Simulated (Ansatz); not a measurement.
Reaction (cleavage of the B–Al bond): `[BH2][AlH][CH2]OC` + `C=N` → `BN=C` + `CO[CH2][AlH2]`

Program: Ansatz. Geometries: PBE0-D4/def2-TZVP. ΔE: electronic, gas phase. CCSD(T)/CBS adds triple-zeta CCSD(T) − MP2 to the extrapolated MP2 energy (def2 sets, frozen cores). This one scheme is used for every species. Functionals use def2-TZVPP. One conformer a species, not always the lowest.

```
          level  ΔE (eV)
        PBE0-D4    -1.56
          BHLYP    -1.81
 MP2/def2-TZVPP    -1.68
CCSD/def2-TZVPP    -1.62
```

**Question.** What does CCSD(T)/CBS give? (Best estimate.)

**Answer.** The calculation gave: -1.59 eV. The listed levels differ from it by 0.03, -0.22, -0.09, -0.03 eV.

Largest T1 diagnostic among the species: 0.016.

In def2-TZVPP, CCSD(T) changes the Hartree–Fock value by +0.28 eV (the triples alone add +0.04 eV) and MP2 by +0.18 eV. From r2SCAN to r2SCAN0 (25 % exact exchange), in def2-TZVPP and without D4, ΔE moves by −0.03 eV.
